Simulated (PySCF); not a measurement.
Dipole moment and polarisability of `CCN[SiH2]P[SiH3]`

Compound: C₂H₁₂NPSi₂.
Numbering: `[CH3:1][CH2:2][NH:3][SiH2:4][PH:5][SiH3:6]` (hydrogens: H7, H8, H9 on C1; H10, H11 on C2; H12 on N3; H13, H14 on Si4; H15 on P5; H16, H17, H18 on Si6)

Cartesian coordinates in Å at the GFN2-xTB level; atoms count from 1:
```
atom  x, y, z in Å
C1    -2.212    1.481   -0.606
C2    -2.253    0.005   -0.218
N3    -0.966   -0.505    0.182
Si4    0.155   -1.187   -0.913
P5     1.949   -1.609    0.349
Si6    3.152    0.247    0.106
H7    -3.198    1.821   -0.911
H8    -1.882    2.083    0.238
H9    -1.517    1.628   -1.429
H10   -2.967   -0.139    0.601
H11   -2.588   -0.589   -1.069
H12   -0.627   -0.073    1.029
H13    0.485   -0.355   -2.090
H14   -0.393   -2.454   -1.411
H15    2.594   -2.314   -0.641
H16    4.503   -0.047    0.581
H17    2.532    1.279    0.939
H18    3.225    0.735   -1.275
```

Level: CAM-B3LYP/def2-SVPD (PySCF), static field, nuclei fixed, core orbitals frozen in the response. The polarisability tensor in these axes (au):

```
x   133.96   0.73   7.33
y     0.73 111.22  -0.60
z     7.33  -0.60  99.20
```

Q: Give the principal values, the mean and the anisotropy Δα = √{½[(α1 − α2)² + (α2 − α3)² + (α1 − α3)²]}.

A: Principal values 97.68, 111.24 and 135.46 au; mean 114.79 au = 17.01 Å³ = 18.93 × 10⁻⁴⁰ C²·m²/J; Δα = 33.15 au (29 % of the mean).

Q: What is the dipole moment, and where does it point?

A: (-0.70, 1.09, -0.27) D, 1.32 D in size, pointing from the negative to the positive side. Measured along this direction, the outermost atoms are H15 at the negative end and H7 at the positive end.

Q: In a dilute gas of rigid molecules at 298 K, how does the orientational term μ²/3kT compare with the electronic polarisability?

A: In Gaussian units μ²/3kT = 14.19 Å³ against 17.01 Å³, a ratio of 0.83; the Debye molar polarisation (4π/3)N_A(α + μ²/3kT) is 78.7 cm³/mol, leaving out the vibrational part.

Q: Give the eigenvalues of the traceless quadrupole moment Θ = ½Σq(3rr − r²1), origin at the centre of nuclear charge.

A: -6.70, 0.42, 6.28 D·Å. The values depend on the origin, since the dipole doesn't vanish. The electronic extent ⟨r²⟩ about the same centre is 1677 bohr², a root-mean-square distance of 2.52 Å for the 74 electrons.

Q: What would n − 1 = 2πNα be for an ideal gas of these molecules at 298.15 K and 1 atm, electronic part alone?

A: N = p/kT = 2.4615 × 10¹⁹ cm⁻³, so n − 1 = 2π × N × 17.01 × 10⁻²⁴ cm³ = 2631 × 10⁻⁶ at long wavelengths.

Q: Directions of the eigenvectors, and the extent of the frame along each?

A: Largest value along (0.98, 0.02, 0.20), where the nuclei span 7.80 Å; middle along (-0.01, 1.00, -0.06), 4.45 Å; least along (-0.20, 0.05, 0.98), 3.33 Å. The response follows the extents in order.

Isolated species at its GFN2-xTB geometry (one conformer only).
